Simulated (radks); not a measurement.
Removal energies from the holmium ion Ho4+, [Xe] 4f(5/2: 6, 7/2: 3), by Delta-SCF beside the eigenvalue of the level emptied. All-electron calculation, Dirac Kohn-Sham, PBE, spin-unpolarised, spherical densities, finite nucleus; Fermi nuclear charge, rms radius of each element as measured or else 0.836 A^(1/3) + 0.57 fm. Program: a radial shooting solver on a logarithmic mesh with Libxc functionals. Sub-shells are occupied by j as written (lower j first in brackets).

removed from,final configuration,Delta-SCF (eV),-eigenvalue (eV)
4f7/2,"[Xe] 4f(5/2: 6, 7/2: 2)",66.119,54.929
4f5/2,"[Xe] 4f(5/2: 5, 7/2: 3)",67.307,56.045
5p3/2,"[Kr] 4d10 4f(5/2: 6, 7/2: 3) 5s2 5p(1/2: 2, 3/2: 3)",76.061,68.588
5p1/2,"[Kr] 4d10 4f(5/2: 6, 7/2: 3) 5s2 5p(1/2: 1, 3/2: 4)",82.441,74.621
